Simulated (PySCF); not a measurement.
**NMR problem set**

- NMR shieldings at PBE0/pcSseg-1/GIAO
- GFN2-xTB geometry
- program: PySCF 2.14
- non-relativistic Hamiltonian, equivalent nuclei averaged, no solvent, single conformer

Scale: ¹H (σ = 31.72 ppm), ¹³C (σ = 186.93 ppm) against TMS (reference shieldings calculated alike). Splittings of carbon signals by F and P are missing where no couplings were computed. Where no couplings were computed, multiplicities follow the n + 1 count of equivalent neighbours, and m marks all less simple cases (inequivalent or close neighbours, rings, F or P nearby). Shifts are as computed. Against solution values, carbons near 30 ppm lie about +3 ppm off and those near 130 ppm about +5 ppm. Of 1211 compounds with measured shifts, 218 miss one by over three times the rms of a fit or turn the order of signals round; such compounds aren't used in these exercises.

**Question.** C5H7FO3. ¹H NMR (400 MHz, computed): δ 7.94 (m, 1H), 5.86 (m, 1H), 5.56 (s, 2H), 3.69 (s, 3H). ¹³C{¹H} NMR (computed): δ 176.7 (CH), 170.6 (C), 111.5 (CH), 97.9 (CH2), 59.6 (CH3). Identify the compound.

**Answer.** `InChI=1S/C5H7FO3/c1-8-4-9-5(7)2-3-6/h2-3H,4H2,1H3/b3-2+`. Rings plus π bonds: 2 (no ring in the answer). 5 carbon signals for 5 carbons: no two carbons are equivalent. Carbon types of the structure: 1 × C, 2 × CH, 1 × CH2, 1 × CH3, which accounts for all hydrogens. δC 176.7: β carbon of a C=C–C=O unit; conjugation with the carbonyl draws π density from the β position. δC 170.6: ester carbonyl carbon; it is a carbonyl in resonance with an O or N lone pair, the region of acids, esters and amides. δC 111.5: α carbon of a C=C–C=O unit; as expected for a trigonal carbon in a double bond. δC 97.9: sp3 carbon bearing two oxygens; 2 electronegative neighbours deshield it.

The shifts were computed for this structure.

**Question.** C8H7O2P. ¹H NMR (500 MHz, computed): δ 10.28 (m, 1H), 10.23 (m, 1H), 9.44 (m, 1H), 8.16 (m, 1H), 3.03 (s, 3H). ¹³C{¹H} NMR (computed): δ 200.6 (C), 195.9 (CH), 177.1 (C), 165.1 (CH), 142.6 (C), 142.4 (CH), 140.8 (CH), 31.5 (CH3). Identify the compound.

**Answer.** SMILES C1=CC(C=O)=CP=C1C(C)=O. 8 carbon signals for 8 carbons: no two carbons are equivalent. Carbon types of the structure: 3 × C, 4 × CH, 1 × CH3, which accounts for all hydrogens. δC 200.6: ketone carbonyl carbon; low-lying n→π* states of the double bond to the heteroatom give a large paramagnetic term (-258 ppm). δC 195.9: aldehyde carbonyl carbon; the double bond to the heteroatom, with no lone-pair donor beside it, deshields it most. δH 10.28, 9.44, 8.16: hydrogen on an aromatic CH; ring current plus the deshielding of an ortho carbonyl group. δH 10.23: hydrogen on an aldehyde carbonyl carbon; the C=O anisotropy and electron withdrawal place aldehyde protons far downfield.

This is the structure that produced the data.
